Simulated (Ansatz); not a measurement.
Relaxation of AlClF₂H₂ (6 atoms, charge 0, multiplicity 1), to a largest force component of 0.03 eV/Å in at most 50 steps.

Level of theory: RKS LDA/def2-SVP in Ansatz.

```xyz
6
Properties=species:S:1:pos:R:3
Al 0.017 0.237 -0.062
H 0.048 0.219 1.506
F 1.416 0.394 -0.923
F -1.426 0.215 -0.863
Cl 0.070 -2.848 1.407
H 0.024 -1.598 1.904
```

Question: Where does it end, and by what steps?

Answer: The run converged. After 19 steps the energy has fallen by 1.460 eV; H6 moved furthest, 1.11 Å. Parted: Al1–H2 (1.57 → 2.06 Å), Cl5–H6 (1.35 → 2.66 Å). Joined: Al1–Cl5 (3.42 → 2.07 Å), H2–H6 (1.86 → 0.80 Å).

| step | energy less start (eV) | largest force component (eV/Å) | accepted |
| --- | --- | --- | --- |
| 0 | 0.0000 | 1.046 | yes |
| 1 | -0.0995 | 0.611 | yes |
| 2 | -0.2130 | 0.669 | yes |
| 3 | -0.3310 | 0.670 | yes |
| 4 | -0.3385 | 0.873 | yes |
| 5 | -0.3742 | 0.480 | yes |
| 6 | -0.3896 | 0.159 | yes |
| 7 | -0.3956 | 0.118 | yes |
| 8 | -0.3988 | 0.187 | yes |
| 9 | -0.4660 | 0.642 | yes |
| 10 | -0.6343 | 0.931 | yes |
| 11 | -0.9464 | 1.368 | yes |
| 12 | -0.9579 | 5.237 | yes |
| 13 | -1.4298 | 0.383 | yes |
| 14 | -1.4323 | 0.857 | yes |
| 15 | -1.2958 | 2.978 | no |
| 16 | -1.4487 | 0.395 | yes |
| 17 | -1.4487 | 0.151 | yes |
| 18 | -1.4576 | 0.146 | yes |
| 19 | -1.4601 | 0.021 | yes |

```xyz
6
Properties=species:S:1:pos:R:3
Al 0.022 -0.670 -0.105
H 0.012 0.282 1.724
F 1.406 0.134 -0.498
F -1.417 0.045 -0.472
Cl 0.090 -2.681 0.401
H 0.037 -0.491 1.918
```

The run took 29 s on 1 thread of Arm Neoverse V2, with other jobs on the host, peak memory 0.13 GiB.
